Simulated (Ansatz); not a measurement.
Calculated with Ansatz (gas phase, PBE0-D4/def2-TZVP geometries, no zero-point term in ΔE). CCSD(T)/CBS adds triple-zeta CCSD(T) − MP2 to the extrapolated MP2 energy (def2 sets, frozen cores). This one scheme is used for every species. Functionals use def2-TZVPP. B3LYP here is the variant with VWN-RPA as its local correlation; programs differ in this. Each species was taken in one conformer, which may not be the lowest.

`B[SiH2][CH2][AlH][CH3]` → `B[CH2][AlH][CH3]` + `[SiH2]`  (silylene formation by 1,1-elimination)

```
             level  ΔE (kcal/mol)
            PBE-D4           43.9
         r2SCAN-D4           47.0
           PBE0-D4           45.9
          B3LYP-D4           40.8
SCS-MP2/def2-TZVPP           41.6
CCSD(T)/def2-TZVPP           41.0
     HF/def2-QZVPP           35.8
     MP2/CBS(def2)           46.2
```

What does CCSD(T)/CBS give? (Estimate.)

Computed: +42.7 kcal/mol. The listed levels differ from it by 1.2, 4.3, 3.2, -1.9, -1.1, -1.7, -6.9, 3.5 kcal/mol.

Largest T1 diagnostic among the species: 0.014.

In def2-TZVPP, CCSD(T) changes the Hartree–Fock value by +5.3 kcal/mol (the triples alone add +1.2 kcal/mol) and MP2 by +8.8 kcal/mol. The D4 term adds +4.8 kcal/mol with B3LYP and +2.6 kcal/mol with PBE0; it sums over pairs of atoms, weighted by their polarisabilities, and B3LYP, whose exchange is more repulsive, gets the larger term. From PBE to PBE0 (25 % exact exchange), in def2-TZVPP and without D4, ΔE moves by +2.3 kcal/mol.
